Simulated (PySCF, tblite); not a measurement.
C3H9NO2Si.
SMILES: `O[SiH](O)[C@H]1CCN1`

Jobs on this species (16 atoms, 64 electrons) with PySCF (density fitting) and tblite. Hardware of each: one thread, Arm Neoverse N1 (aarch64), shared host. The host was shared with other jobs, so the times are rough.

Task: Rank these jobs by wall time, shortest first.
A. GFN2-xTB; Hessian by finite differences
B. wB97X-D/def2-SVPD; 8 singlets by full TDDFT, 3 Tamm–Dancoff triplets, polarisability; 222 basis functions
C. PBE0/pcSseg-1; shieldings, ring-centre shieldings, charges and field gradients; 171 basis functions

Result: A (0.8 s), C (38 s), B (80 s).

All jobs:

| level and settings | work | basis functions | SCF cycles | wall time |
| --- | --- | --- | --- | --- |
| GFN2-xTB | Hessian by finite differences | – | – | 0.8 s |
| GFN2-xTB | L-BFGS relaxation | – | – | 1.1 s |
| PBE0/pcSseg-1 | shieldings, ring-centre shieldings, charges and field gradients | 171 | 13 | 38 s |
| wB97X-D/def2-SVPD | 8 singlets by full TDDFT, 3 Tamm–Dancoff triplets, polarisability | 222 | 14 | 80 s |

Task: What do all jobs in the table cost together?

Result: About 2.0 min; the longest takes about 67 % of that, and about 100 times as long as the shortest.
